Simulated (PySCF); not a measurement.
**Excitation energy of As by level of theory**

As [Ar] 3d10 4s2 4p3 (4S) → As [Ar] 3d10 4s1 4p4 (4P), as a difference of total energies. Calculation: PySCF 2.14, in def2-TZVPPD (7s5p5d1f, 54 functions); the non-relativistic Hamiltonian (point nucleus). Correlated levels: valence: [Ar] 3d10 frozen. The calculations carry no spin-orbit coupling.

| method | excitation energy (cm⁻¹) |
| --- | --- |
| UHF | 66303 |
| MP2 (valence) | 66835 |
| SCS-MP2 (valence) | 66948 |
| CCSD (valence) | 63103 |
| CCSD(T) (valence) | 61706 |

A first-order spin-orbit estimate (lowest level to lowest level, LS coupling) adds -0.083 eV.

The coupled-cluster amplitudes are large for the upper state (T1 above 0.03 or a double amplitude above 0.15), so a single reference is strained.
